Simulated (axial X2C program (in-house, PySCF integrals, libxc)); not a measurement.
## ZrI: from the spin-free to the two-component result

Calculated with an axial X2C code built on PySCF integrals. Spin-free means the one-electron spin-free X2C Hamiltonian; two-component (2c) means X2C with spin–orbit coupling and atomic mean-field two-electron Coulomb and Gaunt terms, so the difference of the two also holds small scalar two-electron terms. Basis: I dyall-cv3z [11s12p8d4f1g], Zr dyall-cv3z [11s12p9d6f3g] (cores contracted in-house); Gaussian nuclei, density fitting, unrestricted open shells. Masses: I 126.904 u, Zr 89.905 u.

Spin-free state: M_S = 3/2, Λ = 0 (beyond evenly filled blocks: σα, δ+α, δ-α); fragments I + Zr.

```json
{"level": "PBE0", "Re (Å)": "2.699", "ωe (cm⁻¹)": "219.7", "De (eV)": "3.767", "μ (D)": "4.32"}
{"level": "HF", "Re (Å)": "2.813", "ωe (cm⁻¹)": "200.3", "De (eV)": "n/a", "μ (D)": "5.52"}
{"level": "MP2", "Re (Å)": "2.697", "ωe (cm⁻¹)": "224.1", "De (eV)": "3.304", "μ (D)": "n/a"}
{"level": "CCSD", "Re (Å)": "2.730", "ωe (cm⁻¹)": "217.7", "De (eV)": "3.080", "μ (D)": "n/a"}
{"level": "CCSD(T)", "Re (Å)": "2.719", "ωe (cm⁻¹)": "220.0", "De (eV)": "3.122", "μ (D)": "n/a"}
{"level": "r2SCAN0", "Re (Å)": "2.707", "ωe (cm⁻¹)": "219.0", "De (eV)": "3.734", "μ (D)": "4.91"}
```

Correlated methods: 19 electrons correlated (number of frozen shells: I 4 s, 3 p, 2 d; Zr 3 s, 2 p, 1 d), 357 virtual spin orbitals or spinors in MP2, 140 natural virtuals in coupled cluster.

Dipoles are positive if Zr is the positive end.

Two-component determinant lowest at the distance of the search:

Ω = 3/2 (⟨Sz⟩ = -1.50, ⟨Lz⟩ = 3.00 at HF); fragments I + Zr.

```
  level  Re (Å)  ωe (cm⁻¹)  De (eV)  μ (D)
   PBE0   2.726      213.5      n/a   3.80
     HF   2.851      191.6      n/a   4.46
    MP2   2.733      214.0      n/a    n/a
   CCSD   2.763      209.3      n/a    n/a
CCSD(T)   2.753      211.4    3.009    n/a
r2SCAN0   2.731      213.9      n/a   3.91
```

Problem. From the two tables, how do the constants change at the CCSD(T) level (2c against spin-free)?

Solution. At the CCSD(T) level Re rises by 0.034 Å and ωe drops by 8.6 cm⁻¹; De changes by -0.113 eV. The two determinants differ in configuration, so these shifts compare two states and are not the spin–orbit effect on one state.

The state is a single determinant with fixed occupations, the lowest that a limited PBE0 search found. De is counted from the lowest determinant-based energies of the atoms at the same level, without counterpoise correction. De is not given where an atomic determinant may have missed its ground term or J level, or where the truncated virtual space spoils (T). Density functionals use the spin component along the axis (collinear). Coupled cluster ran in a truncated set of natural virtual spinors; the MP2 energy of the rest was added. (T) has no such correction and the atoms are truncated less, which lowers De at CCSD(T) by a hundredth of an eV or more. PBE0 can misorder states that lie within some tenths of an eV, so this need not be the ground state of the molecule. The nearest other spin-free determinant of the search, M_S = 3/2, Λ = 3, lies 0.06 eV up at the distance of the search. Without a current term, density functionals place determinants with orbital angular momentum somewhat too high. With several unpaired electrons one determinant need not be a pure state.
